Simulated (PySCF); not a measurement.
# Interval between two levels of Kr²⁺ by level of theory

Kr²⁺ [Ar] 3d10 4s2 4p4 [3P2, M_J = 2] → Kr²⁺ [Ar] 3d10 4s1 4p5 [3P2, M_J = 2], as a difference of total energies. All numbers are calculated (PySCF 2.14, the two-component X2C-1e Hamiltonian, in x2c-SVPall-2c with one added diffuse shell each of s, p, d type (6s7p4d, 47 functions)). Correlated levels: [Ne] frozen. "Screened" scales the spin-orbit matrix elements by Boettger's factors to mimic the two-electron term; Breit and QED terms are absent.

```json
{"method": "GHF (spin-free)", "interval between two levels (cm⁻¹)": "134430"}
{"method": "GMP2 (spin-free)", "interval between two levels (cm⁻¹)": "124370"}
{"method": "GHF (screened spin-orbit)", "interval between two levels (cm⁻¹)": "135020"}
{"method": "GMP2 (screened spin-orbit)", "interval between two levels (cm⁻¹)": "124880"}
```

The labels give the starting determinants; with spin-orbit coupling the two ends relaxed to ⟨J²⟩ = 6.01, ⟨L²⟩ = 2.15, ⟨S²⟩ = 1.93 and ⟨J²⟩ = 6.01, ⟨L²⟩ = 2.01, ⟨S²⟩ = 2.01.
